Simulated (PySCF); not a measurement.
A geometry optimisation on `CO[SiH2][SiH2]F`.

Method: PBE0-D3(BJ)/def2-SVP geometry optimisation, gas phase (PySCF 2.14.0). Start geometry: GFN2-xTB. The input is one job of a driver script: a line of settings, then coordinates in Å.

Input:
```
{"job": {"xc": "PBE0", "basis": "def2-SVP", "d3": "d3bj", "grid": 1, "kind": "geom"}, "charge": 0, "multiplicity": 1}
C     -2.200486    -0.273937     0.384163
O     -0.808320    -0.292098     0.399189
Si     0.203649     0.459659    -0.627141
Si     2.205507    -0.199814     0.253738
F      3.313920     0.498869    -0.698048
H     -2.559636    -0.885519     1.212309
H     -2.583135    -0.678328    -0.555549
H     -2.575655     0.745360     0.499281
H     -0.072205     1.909629    -0.639276
H     -0.081341     0.044047    -2.014483
H      2.575432    -1.613511     0.178184
H      2.583467     0.284956     1.581606
```

Output:
```
step   0  E = -795.60951477  max force = 0.020164
step   1  E = -795.61843153  max force = 0.003891
step   2  E = -795.61895711  max force = 0.001389
step   3  E = -795.61897086  max force = 0.000602
step   4  E = -795.61897747  max force = 0.000375
optimisation converged
```

Energies in Eh; «max force» is the largest Cartesian gradient component in Eh/bohr.

Question: Give the first gradient maximum in eV/Å.

Answer: With 1 Eh/bohr = 51.422 eV/Å, 1.037 eV/Å.

Question: How much energy does the optimisation release, in kcal/mol?

Answer: E(step 0) − E(last step) = 0.009463 Eh, which is 5.9 kcal/mol.

Summary of the converged run: final energy -795.61898 Eh after 4 steps; dipole 2.17 D.

On one thread, Arm Neoverse N1 (shared host), this took 37 s of wall time.
Labels such as C1 count atoms from 1, the log's own numbers from 0.
